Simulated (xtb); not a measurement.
C3H5BN2, SMILES NB1C=CN=C1. All values are semi-empirical tight-binding results from xtb (GFN2-xTB unless named), good for trends rather than for accurate numbers. Coordinates come from a GFN2-xTB optimisation. This is a generated structure with no PubChem entry under its InChIKey; it may be hypothetical. Other conformers were not sampled.

Optimised geometry:

```xyz
11

N     -0.0174     2.1543     0.0000
B     -0.0279     0.7797     0.0000
C     -1.2203    -0.2408     0.0000
C     -0.6478    -1.4495     0.0000
N      0.7763    -1.4519     0.0000
C      1.2001    -0.2473     0.0000
H      0.8248     2.7063     0.0000
H     -0.8536     2.7158     0.0000
H     -2.2876    -0.1009     0.0000
H     -1.1193    -2.4196     0.0000
H      2.2706    -0.0915     0.0000
```
Charge 0, spin multiplicity 1.

Computed properties:
```json
{
  "point_group_as_xtb_finds_it": "Cs",
  "orbital_gap": "1.59 eV",
  "dipole_moment": "4.41 D",
  "zero_point_energy": "51.5 kcal/mol",
  "G − E(el) at 298.15 K (modified RRHO)": "33.4 kcal/mol",
  "static polarisability (D4 model)": "60.3 bohr³",
  "solvation energy, GFN2-xTB/ALPB(water)": "-7.3 kcal/mol",
  "solvation energy, GFN2-xTB/ALPB(dmf)": "-8.8 kcal/mol"
}
```

Task: Give the IR lines (harmonic; lines under 4 % of the strongest left out, lines within 3 cm⁻¹ merged). (An estimate is asked for; the answer gives what the named calculation found.)

Result: ν (cm⁻¹): 334 (w), 642 (vs), 798 (w), 835 (w), 1090 (m), 1448 (m), 1544 (s), 1569 (w), 1636 (m), 3053 (m), 3087 (m), 3113 (m) (against the strongest line: vs over 80 %, s over 45 %, m over 15 %, w over 4 %, vw less)

Computed atomic charges and the Wiberg bond orders between heavy atoms:
charges (e) N1 -0.30, B2 0.25, C3 -0.14, C4 0.04, N5 -0.24, C6 -0.01, H7 0.17, H8 0.17, H9 0.02, H10 0.03, H11 0.02. Bond orders N1–B2 1.43, B2–C3 0.99, C3–C4 1.86, C4–N5 1.05, B2–C6 0.93, N5–C6 1.88.
